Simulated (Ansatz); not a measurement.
An input meant for the cluster Hf2Se4 (charge 0, singlet; atoms displaced at random, 0.03 Å in each coordinate).

```yaml
crystal:
  periodic: [false, false, false]
  atoms:
    - {symbol: Hf, position_ang: [1.599105, -0.576646, -0.082684]}
    - {symbol: Hf, position_ang: [-1.633787, 0.535664, 0.084842]}
    - {symbol: Se, position_ang: [-2.718185, 0.909858, 2.122752]}
    - {symbol: Se, position_ang: [0.676339, 1.787082, 0.025781]}
    - {symbol: D, position_ang: [-0.645242, -1.730194, -0.036929]}
    - {symbol: Se, position_ang: [2.657654, -0.944726, -2.138087]}
basis:
  gaussian: {orbitals: def2-TZVPP, nuclear_model: gaussian}
hamiltonian: {xc: {name: B3LYP}, dispersion: d3bj}
```

```sh
$ ansatz run in.yaml --threads 4 --pin off --events-out ev --progress --plain --max-ram 4787MiB
```

Output, abridged:

```
Error: YAML parse error: error: line 8 column 16: `D` is not an element symbol (H … Og, case-exact)
 6 |     - {symbol: Se, position_ang: [-2.718185, 0.909858, 2.122752]}
 7 |     - {symbol: Se, position_ang: [0.676339, 1.787082, 0.025781]}
 8 |     - {symbol: D, position_ang: [-0.645242, -1.730194, -0.036929]}
 9 |     - {symbol: Se, position_ang: [2.657654, -0.944726, -2.138087]}
10 | basis:
```

What is wrong with this run?

An element symbol is wrong. The program refused the input.
